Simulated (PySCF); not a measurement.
Estimate the missing entries of this data sheet.

Compound: C4H5FN2.
Z-matrix (Å and degrees, GFN2-xTB geometry), rows numbered from 1:
```
C 
N   1  1.4342
C   2  1.3488  1  127.35
C   3  1.3780  2  105.46  1  -179.95
F   4  1.3400  3  126.60  2  -179.88
C   4  1.3980  3  106.08  2    -0.00
N   6  1.3207  4  109.34  3     0.00
H   1  1.0877  2  107.43  3  -178.95
H   1  1.0913  2  110.63  3   -59.52
H   1  1.0917  2  110.75  3    61.56
H   3  1.0699  2  123.14  1    -0.04
H   6  1.0699  4  129.24  3  -179.94
```

```json
{"property": "point group of the GFN2-xTB geometry", "level": "GFN2-xTB", "value": "?"}
{"property": "rotational constants A, B, C of the GFN2-xTB geometry", "level": "GFN2-xTB", "value": "7.544, 2.027, 1.614 GHz"}
{"property": "dipole moment", "level": "PBE0/def2-SVPD", "value": "?"}
{"property": "HOMO energy", "level": "PBE0/def2-SVPD", "value": "?"}
{"property": "LUMO energy", "level": "PBE0/def2-SVPD", "value": "0.14 eV"}
{"property": "lowest singlet excitation", "level": "TDDFT PBE0/def2-SVPD", "value": "6.37 eV (195 nm, f = 0.127)"}
{"property": "lowest triplet excitation (Tamm–Dancoff)", "level": "TDA PBE0/def2-SVPD", "value": "4.62 eV"}
{"property": "static isotropic polarisability", "level": "PBE0/def2-SVPD", "value": "?"}
{"property": "electronic spatial extent ⟨r²⟩ about the centre of nuclear charge", "level": "PBE0/def2-SVPD", "value": "?"}
{"property": "13C chemical shifts (computed TMS as zero) by class", "level": "GIAO PBE0/pcSseg-1", "value": "161.9 (C4), 128.5 (C6), 118.6 (C3), 40.9 (C1) ppm"}
{"property": "1H chemical shifts (computed TMS as zero) by class", "level": "GIAO PBE0/pcSseg-1", "value": "?"}
{"property": "isotropic shieldings of nuclei other than C and H, by class", "level": "GIAO PBE0/pcSseg-1", "value": "-77 (N7), 54 (N2), 357 (F5) ppm"}
```

Electronic properties: PySCF, gas phase, density fitting. NMR classes are plain means over equivalent atoms (diastereotopic ones count apart unless rotation or inversion swaps them), as if these changed places fast; in this geometry the members of some classes differ.

(1) The point group of the GFN2-xTB geometry?

(2) What is the static isotropic polarisability?

(3) Give the HOMO energy.

(4) What is the electronic spatial extent ⟨r²⟩ about the centre of nuclear charge?

(5) What is the dipole moment?

(6) The 1H chemical shifts (computed TMS as zero) by class?

## Answers

(1) Cs.

(2) 59.5 au.

(3) -7.09 eV.

(4) 706 bohr².

(5) 2.79 D.

(6) 7.30 (H12), 7.26 (H11), 3.98 (H8/H9/H10) ppm.

The principal polarisabilities are 40.8, 61.8 and 75.8 au; their mean is the isotropic value. A dipole of 2.79 D is allowed in Cs, and pure rotational transitions are dipole-allowed. The polarisability is 8.81 Å³ as a volume (1 au = 0.148185 Å³), or 1.14 au for each of the 52 electrons. With B = h/(8π²I), that is 505.379 GHz u Å² over I, the principal moments of inertia are 67.0, 249.3 and 313.1 u Å² (most abundant isotopes); the inertial defect Ic − Ia − Ib is -3.2 u Å² (zero for a rigid planar frame, negative otherwise).
